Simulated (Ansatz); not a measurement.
Ansatz (a first-principles code) input (B3LYP-D3(BJ)/def2-TZVP):

Ansatz 0.2 input:
```yaml
crystal:
  periodic: [false, false, false]
  atoms:
    - {symbol: Zn, position_ang: [0.00000000, 0.00000000, 0.00000000]}
    - {symbol: I, position_ang: [-0.00000000, -0.00000000, -2.43400609]}
    - {symbol: I, position_ang: [0.00000000, 0.00000000, 2.43400609]}
basis:
  gaussian:
    orbitals: def2-TZVP
hamiltonian:
  xc: b3lyp
  dispersion: d3bj
phonons: {temperatures: {t_min: 298.15, t_max: 298.15, t_step: 100}}
```

Output:

```
Functional definition: B3LYP
integrals: 0.13 GiB planned
1424 factors; integrals over basis functions are off by at most 2.5e-4 eV
mean field: 0.86 GiB planned
mean field evaluation 1: about -64629.7716 eV, gradient 3.8e1 eV
mean field evaluation 2: about -64624.6491 eV, gradient 8.5e1 eV
mean field evaluation 4: about -64631.6637 eV, gradient 1.5e0 eV
mean field evaluation 8: about -64631.7139 eV, gradient 8.1e-2 eV
mean field evaluation 16: about -64631.7139 eV, gradient 7.0e-6 eV
mean field -64631.71394227 eV, -2375.1716784293 hartree, gradient 7.0e-6 eV, S^2 0.000000; 0 other end points of the search recorded, 0 dependent functions left out
the calculation of the forces begins
reference -64631.71415233 eV, -2375.1716861490 hartree; 40, 40 occupied and 108, 108 virtual orbitals, 1424 factors
these checks for a lower state are left out or cut short: stability, starts, cluster_reference, orbital_swaps, neighbouring_geometries, increment
integrals: 0.13 GiB planned
1424 factors; integrals over basis functions are off by at most 2.5e-4 eV
mean field: 0.86 GiB planned
mean field -64631.71393978 eV, -2375.1716783379 hartree, gradient 2.2e-6 eV, S^2 0.000000; 0 other end points of the search recorded, 0 dependent functions left out
the calculation of the forces begins
reference -64631.71414984 eV, -2375.1716860575 hartree; 40, 40 occupied and 108, 108 virtual orbitals, 1424 factors
these checks for a lower state are left out or cut short: stability, starts, cluster_reference, orbital_swaps, neighbouring_geometries, increment
integrals: 0.13 GiB planned
1424 factors; integrals over basis functions are off by at most 2.5e-4 eV
mean field: 0.86 GiB planned
mean field -64631.71393978 eV, -2375.1716783379 hartree, gradient 2.2e-6 eV, S^2 0.000000; 0 other end points of the search recorded, 0 dependent functions left out
the calculation of the forces begins
reference -64631.71414984 eV, -2375.1716860575 hartree; 40, 40 occupied and 108, 108 virtual orbitals, 1424 factors
these checks for a lower state are left out or cut short: stability, starts, cluster_reference, orbital_swaps, neighbouring_geometries, increment
integrals: 0.13 GiB planned
1424 factors; integrals over basis functions are off by at most 2.5e-4 eV
mean field: 0.86 GiB planned
mean field evaluation 32: about -64631.7139 eV, gradient 8.6e-2 eV
mean field -64631.71393978 eV, -2375.1716783378 hartree, gradient 2.2e-6 eV, S^2 0.000000; 0 other end points of the search recorded, 0 dependent functions left out
the calculation of the forces begins
reference -64631.71414984 eV, -2375.1716860575 hartree; 40, 40 occupied and 108, 108 virtual orbitals, 1424 factors
these checks for a lower state are left out or cut short: stability, starts, cluster_reference, orbital_swaps, neighbouring_geometries, increment
integrals: 0.13 GiB planned
1424 factors; integrals over basis functions are off by at most 2.5e-4 eV
mean field: 0.86 GiB planned
mean field -64631.71393978 eV, -2375.1716783379 hartree, gradient 2.2e-6 eV, S^2 0.000000; 0 other end points of the search recorded, 0 dependent functions left out
the calculation of the forces begins
reference -64631.71414984 eV, -2375.1716860575 hartree; 40, 40 occupied and 108, 108 virtual orbitals, 1424 factors
these checks for a lower state are left out or cut short: stability, starts, cluster_reference, orbital_swaps, neighbouring_geometries, increment
integrals: 0.13 GiB planned
1424 factors; integrals over basis functions are off by at most 2.5e-4 eV
mean field: 0.86 GiB planned
mean field -64631.71387662 eV, -2375.1716760166 hartree, gradient 1.3e-6 eV, S^2 0.000000; 0 other end points of the search recorded, 0 dependent functions left out
the calculation of the forces begins
reference -64631.71408668 eV, -2375.1716837363 hartree; 40, 40 occupied and 108, 108 virtual orbitals, 1424 factors
these checks for a lower state are left out or cut short: stability, starts, cluster_reference, orbital_swaps, neighbouring_geometries, increment
integrals: 0.13 GiB planned
1424 factors; integrals over basis functions are off by at most 2.5e-4 eV
mean field: 0.86 GiB planned
mean field -64631.71387662 eV, -2375.1716760166 hartree, gradient 1.3e-6 eV, S^2 0.000000; 0 other end points of the search recorded, 0 dependent functions left out
the calculation of the forces begins
reference -64631.71408668 eV, -2375.1716837363 hartree; 40, 40 occupied and 108, 108 virtual orbitals, 1424 factors
these checks for a lower state are left out or cut short: stability, starts, cluster_reference, orbital_swaps, neighbouring_geometries, increment
integrals: 0.13 GiB planned
1424 factors; integrals over basis functions are off by at most 2.5e-4 eV
mean field: 0.86 GiB planned
mean field evaluation 64: about -64631.7139 eV, gradient 1.6e-6 eV
mean field -64631.71394168 eV, -2375.1716784075 hartree, gradient 1.3e-6 eV, S^2 0.000000; 0 other end points of the search recorded, 0 dependent functions left out
the calculation of the forces begins
reference -64631.71415174 eV, -2375.1716861271 hartree; 40, 40 occupied and 108, 108 virtual orbitals, 1424 factors
these checks for a lower state are left out or cut short: stability, starts, cluster_reference, orbital_swaps, neighbouring_geometries, increment
integrals: 0.13 GiB planned
1424 factors; integrals over basis functions are off by at most 2.5e-4 eV
mean field: 0.86 GiB planned
mean field -64631.71394168 eV, -2375.1716784075 hartree, gradient 1.3e-6 eV, S^2 0.000000; 0 other end points of the search recorded, 0 dependent functions left out
the calculation of the forces begins
reference -64631.71415174 eV, -2375.1716861271 hartree; 40, 40 occupied and 108, 108 virtual orbitals, 1424 factors
these checks for a lower state are left out or cut short: stability, starts, cluster_reference, orbital_swaps, neighbouring_geometries, increment
integrals: 0.13 GiB planned
1424 factors; integrals over basis functions are off by at most 2.5e-4 eV
mean field: 0.86 GiB planned
mean field -64631.71394168 eV, -2375.1716784074 hartree, gradient 1.3e-6 eV, S^2 0.000000; 0 other end points of the search recorded, 0 dependent functions left out
the calculation of the forces begins
reference -64631.71415174 eV, -2375.1716861271 hartree; 40, 40 occupied and 108, 108 virtual orbitals, 1424 factors
these checks for a lower state are left out or cut short: stability, starts, cluster_reference, orbital_swaps, neighbouring_geometries, increment
integrals: 0.13 GiB planned
1424 factors; integrals over basis functions are off by at most 2.5e-4 eV
mean field: 0.86 GiB planned
mean field -64631.71394168 eV, -2375.1716784075 hartree, gradient 1.3e-6 eV, S^2 0.000000; 0 other end points of the search recorded, 0 dependent functions left out
the calculation of the forces begins
reference -64631.71415174 eV, -2375.1716861271 hartree; 40, 40 occupied and 108, 108 virtual orbitals, 1424 factors
these checks for a lower state are left out or cut short: stability, starts, cluster_reference, orbital_swaps, neighbouring_geometries, increment
integrals: 0.13 GiB planned
1424 factors; integrals over basis functions are off by at most 2.5e-4 eV
mean field: 0.86 GiB planned
mean field -64631.71380534 eV, -2375.1716733972 hartree, gradient 1.1e-6 eV, S^2 0.000000; 0 other end points of the search recorded, 0 dependent functions left out
the calculation of the forces begins
reference -64631.71401537 eV, -2375.1716811156 hartree; 40, 40 occupied and 108, 108 virtual orbitals, 1424 factors
these checks for a lower state are left out or cut short: stability, starts, cluster_reference, orbital_swaps, neighbouring_geometries, increment
integrals: 0.13 GiB planned
1424 factors; integrals over basis functions are off by at most 2.5e-4 eV
mean field: 0.86 GiB planned
mean field evaluation 96: about -64631.7140 eV, gradient 2.6e-5 eV
mean field -64631.71401319 eV, -2375.1716810355 hartree, gradient 1.2e-6 eV, S^2 0.000000; 0 other end points of the search recorded, 0 dependent functions left out
the calculation of the forces begins
reference -64631.71422328 eV, -2375.1716887563 hartree; 40, 40 occupied and 108, 108 virtual orbitals, 1424 factors
Total energy: -64631.90950056 eV, -2375.1788650639 hartree
Atom 0 at     0.000000     0.000000     0.000000 Å, force     0.000000    -0.000000     0.000000 eV/Å
Atom 1 at    -0.000000    -0.000000    -2.434006 Å, force    -0.000000     0.000000    -0.000426 eV/Å
Atom 2 at     0.000000     0.000000     2.434006 Å, force    -0.000000     0.000000     0.000426 eV/Å
Dipole moment:     0.000000     0.000000    -0.000000 e Å
Vibrations: 64.68 64.68 150.51 331.70 cm⁻¹, zero-point energy 0.037913 eV
```
